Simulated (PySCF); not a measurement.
# Ruthenium: a sound run and one with changed settings

Sound run: Ru²⁺ [Kr] 4d6, Ru³⁺ [Kr] 4d5. All numbers are calculated (PySCF 2.14, the spin-free X2C one-electron Hamiltonian (Gaussian nucleus), in x2c-TZVPall (8s6p6d1f, 63 functions)). In the sound run the correlated levels freeze [Kr]. The sound run starts from symmetry-adapted Hartree-Fock orbitals and uses a fine grid where one is needed.

Changed run: the non-relativistic Hamiltonian (point nucleus). This setting is unsound on purpose.

| species | method | sound run (hartree) | changed run (hartree) | converged |
| --- | --- | --- | --- | --- |
| Ru²⁺ | UHF | -4527.20832 | -4384.60189 | yes |
| Ru²⁺ | BP86 | -4529.94795 | -4387.54777 | yes |
| Ru²⁺ | r2SCAN | -4529.42780 | -4386.99543 | yes |
| Ru²⁺ | MP2 | -4527.28973 | -4384.68209 | yes |
| Ru³⁺ | UHF | -4526.23460 | -4383.60734 | yes |
| Ru³⁺ | BP86 | -4528.88810 | -4386.46906 | yes |
| Ru³⁺ | r2SCAN | -4528.39069 | -4385.93843 | yes |
| Ru³⁺ | MP2 | -4526.28183 | -4383.65408 | yes |

Ionisation energy of Ru²⁺:

```csv
method,sound run (eV),changed run (eV)
UHF,26.496,27.063
BP86,28.840,29.353
r2SCAN,28.221,28.762
MP2,27.426,27.973
SCS-MP2,27.601,28.142
```

Most of the change in total energy is the relativistic energy itself. On top of that the contraction fixes the core shape for the Hamiltonian it was made with, so the changed run is not a good calculation with the other Hamiltonian either.

For comparison, NIST gives 28.47 eV between the lowest levels.
